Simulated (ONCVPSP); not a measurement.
## Sb (Z = 51): ONCV pseudisation with PBEsol, scalar-relativistic reference atom.

The input file (ONCVPSP 4.0.1):

```
# ATOM AND REFERENCE CONFIGURATION
# atsym  z   nc   nv     iexc    psfile
  Sb 51.00    7    4  -116133      upf
#
#   n    l    f
    1    0    2.00
    2    0    2.00
    2    1    6.00
    3    0    2.00
    3    1    6.00
    3    2   10.00
    4    0    2.00
    4    1    6.00
    4    2   10.00
    5    0    2.00
    5    1    3.00
#
# PSEUDOPOTENTIAL AND OPTIMIZATION
# lmax
    2
#
#   l,   rc,      ep,       ncon, nbas, qcut
    0    1.50    0.00    3    7    3.60
    1    1.50    0.00    3    6   11.40
    2    1.50    0.00    4    9   12.40
#
# LOCAL POTENTIAL
# lloc, lpopt,  rc(5),   dvloc0
    0    5    1.50    0.00
#
# VANDERBILT-KLEINMAN-BYLANDER PROJECTORs
# l, nproj, debl
    0    0    3.10
    1    2    3.90
    2    2    1.30
#
# MODEL CORE CHARGE
# icmod, fcfact, rcfact
    0    0.00    0.00
#
# LOG DERIVATIVE ANALYSIS
# epsh1, epsh2, depsh
   -5.00    5.00    0.04
#
# OUTPUT GRID
# rlmax, drl
    6.00    0.01
#
# TEST CONFIGURATIONS
# ncnf
    4
# nvcnf
#   n    l    f
    4
    4    1    6.00
    4    2   10.00
    5    0    2.00
    5    1    2.00
#
    4
    4    1    6.00
    4    2   10.00
    5    0    2.00
    5    1    1.00
#
    4
    4    1    6.00
    4    2   10.00
    5    0    2.00
    5    1    0.00
#
    4
    4    1    6.00
    4    2   10.00
    5    0    1.00
    5    1    0.00
#
```

Command:

```bash
oncvpsp.x < Sb.dat > Sb.out
```

Resulting log (shortened: citation, most of the input echo, consistency checks and plot data are left out):

```
ONCVPSP  (Optimized Norm-Conservinng Vanderbilt PSeudopotential)
scalar-relativistic version 4.0.1

#   n    l    f        energy (Ha)
    1    0    2.00    -1.1131426E+03
    2    0    2.00    -1.6939684E+02
    2    1    6.00    -1.5210016E+02
    3    0    2.00    -3.3201395E+01
    3    1    6.00    -2.7564070E+01
    3    2   10.00    -1.8956078E+01
    4    0    2.00    -5.4616443E+00
    4    1    6.00    -3.7348052E+00
    4    2   10.00    -1.2292648E+00
    5    0    2.00    -4.7319649E-01
    5    1    3.00    -1.7802957E-01

Reference configufation results
  iterations    25
  all-electron total energy (Ha)   -6.47862820D+03

Begin loop to  construct optimized pseudo wave functions
and semi-local pseudopoentials for all angular momenta

Calculating optimized projector #   1

 for l=   0

    Fraction of norm inside rc  0.154151
    Optimizing pswf for qcut=   3.60 a_B^-1,  ecut=   6.46 Ha
    Residual kinetic energy error=  5.42D-03 Ha

    Energy error per electron        Cutoff
         Ha          eV             Ha
         0.01000     0.27211        4.88
         0.00100     0.02721       56.71
         0.00010     0.00272       74.47
         0.00001     0.00027      122.06

Calculating optimized projector #   1

 for l=   1

    Fraction of norm inside rc  0.968464
    Optimizing pswf for qcut=  11.40 a_B^-1,  ecut=  64.96 Ha
    Residual kinetic energy error=  1.97D-08 Ha

    Energy error per electron        Cutoff
         Ha          eV             Ha
         0.01000     0.27211       21.02
         0.00100     0.02721       26.06
         0.00010     0.00272       30.21
         0.00001     0.00027       33.87

Calculating optimized projector #   2

 for l=   1

    Fraction of norm inside rc  0.062212
    Optimizing pswf for qcut=  11.40 a_B^-1,  ecut=  64.96 Ha
    Residual kinetic energy error=  1.27D-09 Ha

    Energy error per electron        Cutoff
         Ha          eV             Ha
         0.01000     0.27211       15.86
         0.00100     0.02721       21.30
         0.00010     0.00272       25.88
         0.00001     0.00027       41.25

   Wellstate for l =  2  n =  5
     eigenvalue =   0.0707
     asymptotic potential =   0.5707
     half-point radius = 16.1085

Calculating optimized projector #   1

 for l=   2

    Fraction of norm inside rc  0.870979
    Optimizing pswf for qcut=  12.40 a_B^-1,  ecut=  76.90 Ha
    Residual kinetic energy error=  5.01D-09 Ha

    Energy error per electron        Cutoff
         Ha          eV             Ha
         0.01000     0.27211       36.88
         0.00100     0.02721       46.18
         0.00010     0.00272       54.14
         0.00001     0.00027       60.90

Calculating optimized projector #   2

 for l=   2

    Fraction of norm inside rc  0.007178
    Optimizing pswf for qcut=  12.40 a_B^-1,  ecut=  76.90 Ha
    Residual kinetic energy error=  1.06D-10 Ha

    Energy error per electron        Cutoff
         Ha          eV             Ha
         0.01000     0.27211       17.23
         0.00100     0.02721       29.38
         0.00010     0.00272       40.06
         0.00001     0.00027       49.28

Construct Vanderbilt / Kleinmman-Bylander projectors

B matrix Hermiticity error, ll=   1
   1   2    4.9315E-04

  Orthonormal projector coefficients -1.2503E+01 -3.4673E+00

B matrix Hermiticity error, ll=   2
   1   2    5.7328E-05

  Orthonormal projector coefficients -1.4696E+01 -3.6131E+00

Pseudoatom total energy -190.195489

Diagnostic tests using Vanderbilt-Kleinman-Bylander pseudopotentials
  1 or more projectors used as specified by nproj input data

   l    rcore       rmatch      e in        delta e   norm test  slope test

   0   1.5030359   1.5486713  -0.4731965  -0.0000329   0.9999553   1.0001196

   1   1.5030359   1.5486713  -3.7348052   0.0000111   1.0004071   1.0003979
   1   1.5030359   1.5486713  -0.1780296   0.0000225   1.0001162   1.0000067

   2   1.5030359   1.5486713  -1.2292648   0.0000216   1.0002317   1.0002652
   2   1.5030359   1.5486713   0.0707352   0.0000211   1.0002705   1.0002705

 Testing for bound ghosts
   n   l    E NL Schr. Eq   E Basis Diag.   E Cutoff

   2   1       -3.734794       -3.716931     69.57
   3   1       -0.178007       -0.105251     69.57

   3   2       -1.229243       -1.229097    196.70

 Testing for highly-localized positive-energy ghosts
       l    <radius>/rc     E Basis Diag.   E Cutoff

Test configuration 0

   n   l     f        eae           eps        diff
   1   0  2.0000-1113.14261742
   2   0  2.0000 -169.39683979
   2   1  6.0000 -152.10016207
   3   0  2.0000  -33.20139538
   3   1  6.0000  -27.56407027
   3   2 10.0000  -18.95607847
   4   0  2.0000   -5.46164435
   4   1  6.0000   -3.73480523   -3.73479417    1.11D-05
   4   2 10.0000   -1.22926478   -1.22924315    2.16D-05
   5   0  2.0000   -0.47319649   -0.47322935   -3.29D-05
   5   1  3.0000   -0.17802957   -0.17800711    2.25D-05

    Total energies and differences
      AE_ref= -6.47862820D+03  AE_tst= -6.47862820D+03  dif=  0.00D+00
      PS_ref= -1.90195489D+02  PS_tst= -1.90195489D+02  dif=  4.83D-12
      PSP excitation error= -4.83D-12

Test configuration 1

   n   l     f        eae           eps        diff
   1   0  2.0000-1113.45979477
   2   0  2.0000 -169.71247864
   2   1  6.0000 -152.41598657
   3   0  2.0000  -33.51649058
   3   1  6.0000  -27.87918025
   3   2 10.0000  -19.27116163
   4   0  2.0000   -5.77575994
   4   1  6.0000   -4.04882075   -4.04939547   -5.75D-04
   4   2 10.0000   -1.54230101   -1.54245086   -1.50D-04
   5   0  2.0000   -0.76106179   -0.76094052    1.21D-04
   5   1  2.0000   -0.44211936   -0.44207211    4.72D-05

    Total energies and differences
      AE_ref= -6.47862820D+03  AE_tst= -6.47832155D+03  dif=  3.07D-01
      PS_ref= -1.90195489D+02  PS_tst= -1.89888793D+02  dif=  3.07D-01
      PSP excitation error= -4.23D-05

Test configuration 2

   n   l     f        eae           eps        diff
   1   0  2.0000-1113.83132742
   2   0  2.0000 -170.08090908
   2   1  6.0000 -152.78477244
   3   0  2.0000  -33.88378005
   3   1  6.0000  -28.24649626
   3   2 10.0000  -19.63843696
   4   0  2.0000   -6.14078855
   4   1  6.0000   -4.41355695   -4.41477345   -1.22D-03
   4   2 10.0000   -1.90490443   -1.90511433   -2.10D-04
   5   0  2.0000   -1.08434701   -1.08393981    4.07D-04
   5   1  1.0000   -0.73967346   -0.73953615    1.37D-04

    Total energies and differences
      AE_ref= -6.47862820D+03  AE_tst= -6.47773311D+03  dif=  8.95D-01
      PS_ref= -1.90195489D+02  PS_tst= -1.89300292D+02  dif=  8.95D-01
      PSP excitation error= -1.08D-04

Test configuration 3

   n   l     f        eae           eps        diff
   1   0  2.0000-1114.24755599
   2   0  2.0000 -170.49223930
   2   1  6.0000 -153.19665073
   3   0  2.0000  -34.29327097
   3   1  6.0000  -28.65602685
   3   2 10.0000  -20.04791359
   4   0  2.0000   -6.54650935
   4   1  6.0000   -4.81873360   -4.82042893   -1.70D-03
   4   2 10.0000   -2.30655735   -2.30652896    2.84D-05
   5   0  2.0000   -1.43249165   -1.43158517    9.06D-04

    Total energies and differences
      AE_ref= -6.47862820D+03  AE_tst= -6.47683476D+03  dif=  1.79D+00
      PS_ref= -1.90195489D+02  PS_tst= -1.88401958D+02  dif=  1.79D+00
      PSP excitation error= -8.22D-05

Test configuration 4

   n   l     f        eae           eps        diff
   1   0  2.0000-1114.75316274
   2   0  2.0000 -170.99033661
   2   1  6.0000 -153.69523914
   3   0  2.0000  -34.78981715
   3   1  6.0000  -29.15257463
   3   2 10.0000  -20.54432095
   4   0  2.0000   -7.03709921
   4   1  6.0000   -5.30795403   -5.30359085    4.36D-03
   4   2 10.0000   -2.78810441   -2.78440559    3.70D-03
   5   0  1.0000   -1.82900467   -1.82865794    3.47D-04

    Total energies and differences
      AE_ref= -6.47862820D+03  AE_tst= -6.47520553D+03  dif=  3.42D+00
      PS_ref= -1.90195489D+02  PS_tst= -1.86773114D+02  dif=  3.42D+00
      PSP excitation error=  3.03D-04
```

The run took about 2.9 s on one core of a shared server CPU.
